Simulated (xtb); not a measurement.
xtb input:

```bash
xtb mol.xyz --gfn 2 --ohess tight --chrg 1 --uhf 0
```
mol.xyz:
```
11

Si     1.42733595     0.53726726     0.42393985
Cl     2.31921856    -0.72419555    -0.84839126
Cl     1.54384492     2.42601481    -0.38195602
N     -0.29135333     0.09583927     0.54029082
Si    -1.41098521    -0.51453253    -0.63957293
H      1.96208274     0.50821006     1.75310730
H     -0.71118322     0.42495498     1.44847402
H     -2.50101418    -0.95084166     0.20764330
H     -0.72616082    -1.53264776    -1.36606945
H     -1.82697652     0.59482023    -1.52010541
H      0.16134420    -0.75467363     0.29065417
```

**Question.** What final total energy does it print?

**Answer.** -18.24804 Eh (GFN2-xTB).

It need not be the lowest isomer of its formula.
